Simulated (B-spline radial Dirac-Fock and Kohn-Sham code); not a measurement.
Calculated with a radial atomic solver, using Dirac-Fock (average of configuration) total-energy differences with a finite nucleus, the Breit interaction including its frequency dependence, and self-energy and vacuum-polarisation corrections. No correlation.

Question: Identify the element and charge state from the binding energies below (tabulated ground configuration; the least bound level is included).

```tsv
level	binding energy (eV)
L2	13795.4
M2	4184.2
M3	3843.8
M4	3419.3
N1	1888.8
N3	1673.0
N4,5	1482.1
```

Answer: Os³⁴⁺: Z = 76 with 42 electrons, [Kr] 4d6.

Question: An atom or ion in its tabulated ground configuration has these computed binding energies (the last is its least bound level). Which is it?

```csv
level,binding energy (eV)
1s,26152.6
2s,5320.8
2p1/2,5058.1
2p3/2,4896.0
3s,2042.0
3p,1935.3
```

Answer: Pd³²⁺: Z = 46 with 14 electrons, [Ne] 3s2 3p2. The hydrogen-like estimate √(E/Ry) = 43.8 for the K level lies 2.2 below Z (screening lowers it, relativity raises it); the outermost level, at 1935.3 eV, fixes the charge.

Question: An atom or ion in its tabulated ground configuration has these computed binding energies (the last is its least bound level). Which is it?

```tsv
level	binding energy (eV)
1s	86826.5
2s	18473.5
2p1/2	17858.8
2p3/2	15913.4
3p1/2	6583.2
3p3/2	6106.5
3d	5677.3
```

Answer: Hg⁵⁶⁺: Z = 80 with 24 electrons, [Ar] 3d6. The hydrogen-like estimate √(E/Ry) = 79.9 for the K level lies 0.1 below Z (screening lowers it, relativity raises it); the outermost level, at 5677.3 eV, fixes the charge.
